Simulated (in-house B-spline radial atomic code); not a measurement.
PBEsol excitations of the iron ion Fe⁸⁺

Method: PBEsol. Computed with an all-electron radial atomic-structure program (B-spline basis): linear response of the closed shell [Ne] 3s2 3p6 with the functional's adiabatic kernel; non-relativistic, point nucleus, no spin-orbit coupling, no double excitations, S, P, D and F terms only. Only terms of natural parity with L up to 3 were computed.

Command:
```bash
python run_td.py task.json out
```
Settings (radii: box in bohr, nucleus in fm):
```
Z                        26
electrons                18
configuration            [Ne] 3s2 3p6
hamiltonian              nr
method                   pbesol
box_radius               11.59
intervals                51
```

Run time, properties included: 0.5 s on 1 thread of Arm Neoverse N1 (shared host).

The lowest states, in the order of their Tamm-Dancoff energies; the method's threshold (minus the highest occupied level) is 219.80 eV. Labels give the largest channel, * marks a mixed state, and oscillator strengths are full-response dipole values. Semilocal kernels can invert the small singlet-triplet splittings of Rydberg terms. Energies in eV:

```csv
state,full response,Tamm-Dancoff,oscillator strength
3p → 3d 3P,50.25,50.41,-
3p → 3d 3F,51.10,51.25,-
3p → 3d 1F,55.68,55.72,-
3p → 3d 1P,71.32,74.42,2.86
3s → 3d 3D,85.68,85.74,-
3s → 3d 1D,91.12,91.27,-
3p → 4s 3P,115.26,115.27,-
3p → 4s 1P,116.33,116.38,0.283
3p → 4p 3S,125.38,125.41,-
3p → 4p 3D,126.34,126.36,-
3p → 4p 1D,127.08,127.09,-
3p → 4p 1S,?,?,-
3p → 4d 3P,143.32,143.34,-
3p → 4d 3F,143.57,143.58,-
3p → 4d 1F,?,?,-
3p → 4d 1P,144.79,144.84,0.505
3s → 4s 3S,149.02,149.03,-
3s → 4s 1S,151.38,151.51,-
3p → 4f 3D,156.84,156.86,-
3p → 4f 1D,158.66,158.70,-
3s → 4p 3P,160.22,160.23,-
3s → 4p 1P,161.14,161.19,0.197
```

Problem. Where does 3p → 4d 1F lie?

Solution. At 143.98 eV in full response, 143.99 eV in Tamm-Dancoff.

Problem. Where does 3p → 4p 1S lie?

Solution. At 131.73 eV in full response, 132.02 eV in Tamm-Dancoff.

Problem. How large is the singlet-triplet splitting of 3p → 3d (F terms) in Tamm-Dancoff?

Solution. 4.47 eV, from the unrounded values.

Problem. What polarisabilities and dispersion coefficient does the method give?

Solution. Dipole 0.4998 bohr³, quadrupole 0.3158 bohr⁵, C6 0.5765 hartree·bohr⁶ for two such species.
